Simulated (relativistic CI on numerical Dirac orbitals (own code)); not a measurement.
## Os2+: resonant inelastic scattering at the O2,3 edge

Computed with this model: Dirac-Coulomb-Breit CI, separate exchange-only KLI orbitals for each configuration, model QED, valence Slater integrals scaled by 0.8, Kramers-Heisenberg scattering through one core-hole configuration in a parametric crystal field; configurations [Xe] 4f14 5d6 → [Kr] 4d10 4f14 5s2 5p5 5d7; 10 K; core-hole width 0.6 eV; summed over polarisations. Incident energies are the highest absorption maxima for each field (at most a few, so the weaker spin-orbit partner edge can be absent), on the computed scale of the free ion. Intensities are in per cent of the strongest line above 0.02 eV; levels within 1 cm⁻¹ are merged; final levels count from the ground level, the first row holds all elastic scattering, lines under 0.4 are left out and each table stops after 24 rows. The scale of the Slater integrals is a model choice and moves the terms in proportion.

Field parameters in Wybourne normalisation: D3d B²₀ = −7Dσ, B⁴₀ = −14Dq − 21Dτ, B⁴₃ = −14√(10/7) Dq. The field is a parameter set, without covalency.

S is read from ⟨S²⟩ = S(S + 1).

D3d, 10Dq = 27400, Dσ = -1200, Dτ = 200 cm⁻¹:

| Final level (eV) | Degeneracy | Irrep | S | 48.8 eV | 49.5 eV | 60.8 eV |
| --- | --- | --- | --- | --- | --- | --- |
| 0.000 | 1 | A1 | 0.16 | 217.1 | 107.4 | 100.7 |
| 2.429 | 2 | E | 1.05 | 29.9 | 4.7 | 0.6 |
| 2.517 | 2 | E | 1.04 | 3.0 | 3.6 | 0.7 |
| 2.532 | 1 | A1 | 1.03 | 2.4 | 0.2 | 4.0 |
| 2.554 | 1 | A2 | 1.04 | 19.8 | 5.3 | 0.3 |
| 2.652 | 2 | E | 1.01 | 35.6 | 11.3 | 0.3 |
| 2.991 | 1 | A1 | 1.09 | 0.5 | 3.8 | 100.0 |
| 3.117 | 2 | E | 0.95 | 8.6 | 1.8 | 1.5 |
| 3.135 | 1 | A2 | 0.94 | 6.2 | 1.3 | 0.6 |
| 3.314 | 2 | E | 1.02 | 3.9 | 17.0 | 13.3 |
| 3.434 | 2 | E | 1.08 | 10.2 | 19.5 | 13.0 |
| 3.499 | 1 | A1 | 1.10 | 3.2 | 5.7 | 9.3 |
| 3.554 | 2 | E | 0.52 | 6.1 | 0.6 | 64.6 |
| 3.598 | 1 | A2 | 0.99 | 0.1 | 0.3 | 2.9 |
| 3.701 | 1 | A2 | 0.57 | 2.9 | 0.1 | 28.2 |
| 4.151 | 2 | E | 1.90 | 1.5 | 2.3 | 0.6 |
| 4.180 | 1 | A1 | 1.91 | 0.9 | 1.1 | 0.5 |
| 4.350 | 1 | A2 | 1.91 | 0.5 | 2.2 | 0.5 |
| 4.396 | 2 | E | 1.92 | 2.5 | 1.6 | 4.4 |
| 4.456 | 1 | A1 | 0.22 | 2.3 | 1.5 | 2.3 |
| 4.507 | 2 | E | 1.80 | 2.5 | 2.9 | 3.0 |
| 4.535 | 2 | E | 0.56 | 6.6 | 2.6 | 8.0 |
| 4.696 | 1 | A1 | 1.92 | 0.5 | 0.6 | 3.4 |
| 4.703 | 1 | A2 | 1.91 | 0.4 | 0.4 | 1.5 |

D3d, 10Dq = 27400, Dσ = -860, Dτ = 200 cm⁻¹:

```
Final level (eV)  Degeneracy  Irrep     S  48.7 eV  49.5 eV  60.8 eV
           0.000           1     A1  0.16    219.5    103.7     97.0
           2.427           2      E  1.05     32.8      4.7      0.5
           2.516           2      E  1.04      2.3      2.0      0.7
           2.527           1     A1  1.03      2.5      0.4      1.3
           2.579           1     A2  1.03     20.7      4.9      0.2
           2.627           2      E  1.02     39.2     11.8      0.4
           2.987           1     A1  1.09      0.7      3.5    100.0
           3.112           1     A2  0.95      6.0      1.0      0.7
           3.122           2      E  0.95      9.3      1.6      1.3
           3.305           2      E  1.02      2.0     15.8     12.9
           3.427           2      E  1.09      9.3     18.6     12.2
           3.476           1     A1  1.10      3.4      6.3      7.3
           3.570           2      E  0.51      7.2      0.4     62.6
           3.586           1     A2  0.99      0.1      0.2      2.1
           3.654           1     A2  0.55      3.0      0.1     27.7
           4.157           2      E  1.90      1.2      2.3      0.3
           4.177           1     A1  1.91      0.7      1.2      0.2
           4.378           1     A2  1.92      0.4      2.0      0.3
           4.412           2      E  1.92      1.8      1.7      4.2
           4.436           1     A1  0.21      3.1      1.3      2.3
           4.496           2      E  1.89      1.4      2.5      3.2
           4.523           2      E  0.35      6.5      2.7      6.8
           4.699           1     A1  1.93      0.1      0.3      1.0
           4.715           1     A2  1.91      0.3      0.4      1.4
```

For the first field the strongest loss at the lowest incident energy is the level at 2.65 eV (S = 1.01, against 0.16 in the thermal ground state). Levels of other spin, the first over 8 % at 2.43 eV, appear because spin-orbit coupling of the core hole, and in heavier ions of the valence shell too, mixes spins.
